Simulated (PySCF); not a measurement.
Mean polarisability (bohr³) of eight silicon and germanium compounds: PBE beside PBE0, computed with PySCF for isolated molecules in the bases named; differences from unrounded values. The eight are the first of their class met in an unordered collection, after screening for sound electronic states; none was chosen by its value. Each molecule has one DFT geometry for both levels.

| molecule | basis | PBE0 |
|---|---|---|
| SiBr2, SMILES Br[Si]Br (connectivity only; charge and spin as stated), neutral, multiplicity 1 | def2-TZVPD | 75.7 |
| CH9GeNSi, SMILES C[SiH2][NH][GeH3] | def2-TZVP | 75.7 |
| Si(H)(Cl)(OH)(OEt) (C₂H₇ClO₂Si), SMILES CCO[SiH](O)Cl | def2-TZVP | 66.4 |
| Ge(OH)3(OMe) (CH₆GeO₄), SMILES [OH][Ge]([OH])([OH])[O]C | def2-TZVP | 52.2 |
| germylsulfanylgermane (Ge₂H₆S), SMILES [GeH3][S][GeH3] | def2-TZVP | 83.2 |
| CH₇GeNOSi, SMILES [OH][Ge@@H]1[NH]C[SiH2]1 | def2-TZVP | 79.6 |
| CH5ClF2Si2, SMILES [SiH2]([Si](F)(F)C)Cl | def2-TZVP | 73.3 |
| C3H7NOSi, SMILES C[C@H]1OC=N[SiH2]1 | def2-TZVP | 68.2 |

### Question
Estimate the PBE values and say how PBE differs from PBE0 over the set. (The exact figures need the calculation; the answer reports its results.)

### Answer

| molecule | PBE | difference |
|---|---|---|
| SiBr2, SMILES Br[Si]Br (connectivity only; charge and spin as stated), neutral, multiplicity 1 | 78.5 | 2.9 |
| CH9GeNSi, SMILES C[SiH2][NH][GeH3] | 78.5 | 2.8 |
| Si(H)(Cl)(OH)(OEt) (C₂H₇ClO₂Si), SMILES CCO[SiH](O)Cl | 69.4 | 3.1 |
| Ge(OH)3(OMe) (CH₆GeO₄), SMILES [OH][Ge]([OH])([OH])[O]C | 55.4 | 3.1 |
| germylsulfanylgermane (Ge₂H₆S), SMILES [GeH3][S][GeH3] | 85.6 | 2.4 |
| CH₇GeNOSi, SMILES [OH][Ge@@H]1[NH]C[SiH2]1 | 83.1 | 3.4 |
| CH5ClF2Si2, SMILES [SiH2]([Si](F)(F)C)Cl | 76.5 | 3.2 |
| C3H7NOSi, SMILES C[C@H]1OC=N[SiH2]1 | 70.9 | 2.7 |
PBE lies below PBE0 in 0 and above it in 8 of the eight; the mean signed difference is 2.9 and the largest 3.4 bohr³.
